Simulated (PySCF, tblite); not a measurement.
Isomers of C5H10O3Si. Calculated harmonic vibrations of the isolated species, GFN2-xTB (tblite), most abundant isotopes, no scaling. Against measured fundamentals such values can be off by several per cent, at times by over 20. Modes of hydrogen on silicon can be 10 to 20 % off. One conformer each.

Electronic energies: PBE0-D3(BJ)/def2-SVP at its own geometries (PySCF, gas phase).

```tsv
SMILES	electronic energy, lowest = 0 (kJ/mol)
CC(=O)O[Si@@H]1CCCO1	0.0
C=CCO[SiH2]OC(C)=O	143.3
C=CC[Si]1(O)OCCO1	11.7
```

Question: How do GFN2-xTB zero-point energies change the relative energies?

Answer: 
| SMILES | ZPE (kJ/mol) | of it from modes above 1550 cm⁻¹ | electronic (kJ/mol) | with ZPE, lowest = 0 (kJ/mol) | lowest mode (cm⁻¹) | rings |
| --- | --- | --- | --- | --- | --- | --- |
| CC(=O)O[Si@@H]1CCCO1 | 385.6 | 186.2 | 0.0 | 0.0 | 35 | 1 |
| C=CC[Si]1(O)OCCO1 | 386.8 | 193.7 | 11.7 | 12.9 | 33 | 1 |
| C=CCO[SiH2]OC(C)=O | 369.5 | 193.3 | 143.3 | 127.2 | 15 | 0 |

The zero-point energies span 17.3 kJ/mol, from `C=CCO[SiH2]OC(C)=O` to `C=CC[Si]1(O)OCCO1`. The order is unchanged.

Question: And how do the electronic energies of GFN2-xTB itself compare?

Answer: `CC(=O)O[Si@@H]1CCCO1` 0.0; `C=CC[Si]1(O)OCCO1` 38.7; `C=CCO[SiH2]OC(C)=O` 72.4 kJ/mol, lowest = 0. Against the energies above, taken from the same isomer `CC(=O)O[Si@@H]1CCCO1`, the largest difference is 70.9 kJ/mol. The two levels were optimised apart and needn't hold the same conformer.
